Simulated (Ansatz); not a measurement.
# Molecular dynamics of H6C2O

Input:

```yaml
crystal:
  lattice:
    - [7.529072, 0.0, 0.0]
    - [0.0, 7.529072, 0.0]
    - [0.0, 0.0, 7.529072]
  atoms:
    - { symbol: C, position: [0.36336501, 0.19304904, 0.12215735] }
    - { symbol: C, position: [0.27159514, 0.10769546, 0.29118691] }
    - { symbol: O, position: [0.38167259, -0.03538008, 0.35495702] }
    - { symbol: H, position: [0.32048077, -0.09153075, 0.45581403] }
    - { symbol: H, position: [0.24731118, 0.22533986, 0.38161526] }
    - { symbol: H, position: [0.13370779, 0.06078493, 0.25142066] }
    - { symbol: H, position: [0.25954909, 0.30187079, 0.07963931] }
    - { symbol: H, position: [0.4939917, 0.24371422, 0.14626172] }
    - { symbol: H, position: [0.36046924, 0.09789929, 0.01631609] }
    - { symbol: C, position: [0.67665837, 0.132841, 0.67070564] }
    - { symbol: C, position: [0.69242739, 0.24637911, 0.50896673] }
    - { symbol: O, position: [0.56471732, 0.38342587, 0.48629346] }
    - { symbol: H, position: [0.59580929, 0.48478344, 0.40817552] }
    - { symbol: H, position: [0.8280123, 0.30494365, 0.50784396] }
    - { symbol: H, position: [0.69790427, 0.1480211, 0.39631561] }
    - { symbol: H, position: [0.78831025, 0.03186013, 0.68490126] }
    - { symbol: H, position: [0.67035981, 0.20818832, 0.79306482] }
    - { symbol: H, position: [0.55479336, 0.05717771, 0.67593095] }
    - { symbol: C, position: [0.13210042, 0.56176325, 0.77087237] }
    - { symbol: C, position: [0.32374728, 0.65208238, 0.79987614] }
    - { symbol: O, position: [0.4101113, 0.70218567, 0.63851604] }
    - { symbol: H, position: [0.46160281, 0.5931127, 0.58902358] }
    - { symbol: H, position: [0.29947187, 0.78951538, 0.85417585] }
    - { symbol: H, position: [0.40991297, 0.56160121, 0.88098135] }
    - { symbol: H, position: [0.08258935, 0.57089525, 0.90351179] }
    - { symbol: H, position: [0.06692623, 0.64432429, 0.66936607] }
    - { symbol: H, position: [0.1487376, 0.4217304, 0.72698622] }
    - { symbol: C, position: [0.91381576, 0.57523854, 0.28846619] }
    - { symbol: C, position: [0.78034715, 0.71171288, 0.22052052] }
    - { symbol: O, position: [0.61027447, 0.69149476, 0.30060087] }
    - { symbol: H, position: [0.52337623, 0.77883212, 0.26587129] }
    - { symbol: H, position: [0.82177673, 0.85236327, 0.24402677] }
    - { symbol: H, position: [0.77165067, 0.69910543, 0.07517192] }
    - { symbol: H, position: [1.042928, 0.60733522, 0.23675676] }
    - { symbol: H, position: [0.92845435, 0.59647716, 0.43481429] }
    - { symbol: H, position: [0.87351251, 0.43151373, 0.27143041] }
basis:
  ecutwfc: 420.0
kpoints:
  mp_grid: { grid: [1, 1, 1] }
hamiltonian:
  xc: pbe
  dispersion: d3bj
scf:
  occupations: { method: fermi_dirac, width: 0.05 }
  lower_state_search: "off"
md:
  timestep: 0.5
  n_steps: 280
  ensemble: nvt_nose_hoover
  temperature: 350.0
  initial_velocities: maxwell_boltzmann
  seed: 383313
  nose_hoover: { tau: 200.0, chain_length: 3 }
  masses: [{ species: H, mass: 2.014 }]
```

Command:

```bash
$ ansatz run input.yaml --threads 1 --pin off --max-ram 3072MiB --backend cpu --events-out ev --progress --plain --runs-dir out
```

It goes on from the last frame of an earlier run, with new velocities.

Output, in part (step lines):

```
md step     0: t =     0.00 fs  T =   350.0 K  F+E_penalty+E_count = -4661.93575536 eV  E_kin = 1.583435 eV  conserved = -4660.35232038 eV  (9 SCF iters)
md step     1: t =     0.50 fs  T =   353.8 K  F+E_penalty+E_count = -4661.95329597 eV  E_kin = 1.600611 eV  conserved = -4660.35268497 eV  (8 SCF iters)
md step     2: t =     1.00 fs  T =   354.2 K  F+E_penalty+E_count = -4661.95530538 eV  E_kin = 1.602445 eV  conserved = -4660.35285966 eV  (8 SCF iters)
md step     3: t =     1.50 fs  T =   350.7 K  F+E_penalty+E_count = -4661.93940865 eV  E_kin = 1.586626 eV  conserved = -4660.35278235 eV  (8 SCF iters)
md step     4: t =     2.00 fs  T =   343.7 K  F+E_penalty+E_count = -4661.90719471 eV  E_kin = 1.554748 eV  conserved = -4660.35244593 eV  (8 SCF iters)
md step     5: t =     2.50 fs  T =   334.3 K  F+E_penalty+E_count = -4661.86427766 eV  E_kin = 1.512367 eV  conserved = -4660.35190905 eV  (4 SCF iters)
md step     6: t =     3.00 fs  T =   324.5 K  F+E_penalty+E_count = -4661.81934145 eV  E_kin = 1.468048 eV  conserved = -4660.35129320 eV  (3 SCF iters)
md step     7: t =     3.50 fs  T =   316.4 K  F+E_penalty+E_count = -4661.78223334 eV  E_kin = 1.431477 eV  conserved = -4660.35075783 eV  (3 SCF iters)
[... lines left out ...]
```

The steps, from the saved trajectory:

```tsv
time (fs)	T (K)	potential energy less start (eV)	conserved less start (meV/atom)
0.0	350	0.000	0.00
4.5	312	0.174	0.05
9.0	340	0.047	0.01
13.5	310	0.184	0.03
18.0	347	0.016	-0.01
22.5	338	0.057	0.00
27.0	321	0.134	0.02
31.5	346	0.018	-0.01
36.0	301	0.224	0.04
40.5	306	0.202	0.00
45.0	321	0.137	0.02
49.5	379	-0.127	0.01
54.0	351	0.001	-0.01
58.5	300	0.235	0.03
63.0	391	-0.176	-0.01
67.5	375	-0.105	0.01
72.0	287	0.298	0.04
76.5	327	0.118	0.01
81.0	337	0.073	0.05
85.5	402	-0.219	-0.02
90.0	354	-0.001	0.03
94.5	353	0.003	0.02
99.0	372	-0.082	-0.01
103.5	368	-0.061	0.03
108.0	387	-0.144	-0.01
112.5	324	0.142	0.05
117.0	399	-0.198	0.00
121.5	410	-0.249	0.01
126.0	319	0.168	0.05
130.5	372	-0.072	0.00
135.0	394	-0.169	0.03
139.5	398	-0.190	0.00
```

All steps were run. The conserved energy stayed within 0.064 meV per atom of its start (net change 0.017 meV per atom), so the integration is sound. A run of 0.14 ps of so small a system gives no equilibrium averages. Limits of this set-up: coarse k mesh.

Mean squared displacements from the first frame to the last, about the centre of mass: C 0.37 Å², O 0.28 Å², H 1.19 Å².

Last frame:

```xyz
36
Lattice="7.5291 0.0000 0.0000 0.0000 7.5291 0.0000 0.0000 0.0000 7.5291" Properties=species:S:1:pos:R:3
C 2.263 1.329 1.211
C 2.121 0.508 2.580
O 3.025 -0.584 2.588
H 3.042 -1.038 3.482
H 2.437 1.284 3.281
H 1.010 0.229 2.705
H 1.559 2.109 1.329
H 3.298 1.747 1.241
H 2.027 0.670 0.329
C 5.312 1.353 5.554
C 5.420 1.708 4.108
O 4.571 2.879 3.848
H 4.770 3.301 2.937
H 6.412 2.010 3.770
H 5.031 0.916 3.447
H 5.960 0.554 5.840
H 5.551 2.281 6.153
H 4.248 1.074 5.743
C 0.963 5.179 5.981
C 2.283 4.458 5.666
O 3.075 5.318 4.822
H 3.928 4.892 4.837
H 2.789 4.191 6.597
H 2.048 3.403 5.212
H 0.303 4.446 6.504
H 1.102 6.091 6.573
H 0.531 5.409 5.015
C 6.876 4.623 1.594
C 5.679 5.486 1.508
O 4.450 4.701 1.497
H 3.842 5.461 1.620
H 5.577 6.371 2.176
H 5.803 6.012 0.518
H 7.821 5.302 1.666
H 6.930 4.037 2.512
H 6.863 3.872 0.837
```

The run took 8.4 min on 1 thread of Intel(R) Xeon(R) Platinum 8259CL CPU @ 2.50GHz (Skylake/Cascade Lake) (shared host), peak memory 0.56 GiB.
